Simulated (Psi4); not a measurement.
Intermolecular potential of CH2O2 ··· O2S (SMILES O=CO and O=S=O). Monomers: optimised at B3LYP-D3(BJ) (def2-TZVP), held rigid. Orientation: lowest of the rigid-body minima from ten starts at GFN2-xTB. The monomers approach along the line of their centres of mass (distance R); nothing else relaxes.

Calculation: Psi4 with SAPT0/jun-cc-pVDZ, frozen core.

Components in kcal/mol:

```tsv
R / Å	electrostatics	exchange	induction	dispersion	total
2.51	-60.94	115.18	-40.76	-13.77	-0.30
2.72	-36.31	59.33	-20.10	-8.78	-5.85
2.89	-24.65	34.41	-11.45	-6.18	-7.87
3.14	-14.80	15.29	-5.18	-3.78	-8.47
3.38	-9.67	6.94	-2.53	-2.41	-7.66
3.72	-5.81	2.23	-0.99	-1.33	-5.90
4.19	-3.31	0.45	-0.32	-0.62	-3.80
4.95	-1.63	0.03	-0.08	-0.22	-1.89
5.93	-0.79	0.00	-0.02	-0.07	-0.87
7.19	-0.37	0.00	0.00	-0.02	-0.39
```
